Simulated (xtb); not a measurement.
xtb input:

```bash
xtb mol.xyz --gfn 2 --ohess tight --chrg 1 --uhf 0
```
mol.xyz:
```
22

C      3.61436664    -0.05340619     0.04691280
C      2.24873412    -0.73188758     0.01406939
C      1.08361440     0.25328582    -0.00444871
C     -0.26177228    -0.46891761    -0.01390530
C     -1.40644160     0.51282229    -0.01311446
C     -2.76366559    -0.27997160    -0.04800579
O     -3.82532633     0.72640927    -0.04570244
H      3.71346894     0.66130522    -0.77195222
H      3.66210901     0.58803328     1.03233532
H      4.43616801    -0.71117602     0.06572222
H      2.21911184    -1.34272320    -0.94066061
H      2.19483861    -1.43376516     0.83145418
H      1.13679010     0.96537005    -0.83168670
H      1.09619328     0.78533803     0.96503864
H     -0.33353496    -1.21938005     0.75449330
H     -0.27722097    -1.05634331    -0.93195449
H     -1.39444907     1.08041334     0.87872295
H     -1.37018158     1.22400297    -0.86861872
H     -2.87896135    -0.95739107     0.79330240
H     -2.85470966    -0.83717651    -1.03584725
H     -3.72438548     1.28573182    -0.82447641
H     -4.07454025     1.07603866     0.87619432
```

**Question.** What final total energy does it print?

**Answer.** -24.09337 Eh (GFN2-xTB).

It need not be the lowest isomer of its formula.
